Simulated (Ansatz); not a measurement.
Coupled-cluster diagnostics for Ge(OMe)H3 (CH6GeO), Ansatz.

Geometry of the singlet (PBE-D4/def2-TZVP):

Cartesian coordinates in Å:
```
Ge -0.340 0.765 1.087
O 0.894 -0.130 0.123
C 0.433 -0.770 -1.061
H -0.334 -1.539 -0.850
H 1.296 -1.266 -1.529
H 0.011 -0.052 -1.789
H -0.962 1.879 0.201
H 0.450 1.340 2.279
H -1.447 -0.227 1.537
```

Correlated methods freeze 11 core orbitals; core or outer-core shells of Ge are correlated, in sets that lack core-valence functions.

(1) Estimate the CCSD(T) correlation energy, the shares of MP2 and (T), T1 and the reference's ⟨S²⟩ for: charge 0, singlet, own geometry in def2-TZVPP; and the rough time on 4 threads of Arm Neoverse V1 on a shared host.

## Answers

(1) 
```json
{"state": "charge 0, singlet, own geometry", "basis": "def2-TZVPP", "correlation (eV)": "-19.984", "MP2 share (%)": "92.9", "(T) share (%)": "3.4", "T1": "0.012", "⟨S²⟩ (pure)": "0.00 (0.00)", "wall time": "54 s"}
```
Customary marks for T1 are 0.02 (closed shells), 0.045 (open shells) and about 0.05 (3d metals). T1 stays under 0.02 throughout.
